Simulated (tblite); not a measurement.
N₂, charge +1, doublet, geometry from GFN2-xTB (a state made from the parent by changing its charge; the spin is typed, not shown lowest); GFN1-xTB with ALPB(water) run with tblite.

Input for tblite:
```
$ tblite run mol.xyz --method gfn1 --charge 1 --spin 1 --alpb water --json tblite.json --no-restart

# file mol.xyz
2

N     -0.00000000    -0.00000000    -0.53416778
N      0.00000000     0.00000000     0.53416778
```

What does tblite print? Leave out banner, timings and long lists.


```
xTB calculator
 | screened Coulomb repulsion
 | Coulomb electrostatics
 |  * isotropic Klopman-Ohno-Mataga-Nishimoto electrostatics
 |  * onsite third-order electrostatics
 | DFT-D3(BJ) dispersion correction
 | Interactions (3)
 | [1] alpb/gbsa reaction field model
 | [2] cds contribution to solvation
 | [3] empirical free energy shift and standard state/solvent correction

halogen bonding energy    0.0000000000000E+00 Eh
repulsion energy          1.0543667810244E-01 Eh
dispersion energy        -1.5985314124070E-04 Eh
interaction energy        4.2664755138220E-03 Eh
number of electrons       9.0000000000000E+00 e
integral cutoff           1.6413204039796E+01 bohr

------------------------------------------------------------
  cycle        total energy    energy error   density error
------------------------------------------------------------
      1     -5.710375401752  -5.8199187E+00   2.3754783E-01
      2     -5.710375403802  -2.0500970E-09   1.4250759E-01
      3     -5.710375404955  -1.1525483E-09   8.5514090E-06
------------------------------------------------------------

electronic energy        -5.8199187054296E+00 Eh
total energy             -5.7103754049546E+00 Eh

Post processing:
 | Mayer-Wiberg bond orders

[Info] JSON dump of results written to 'tblite.json'
```
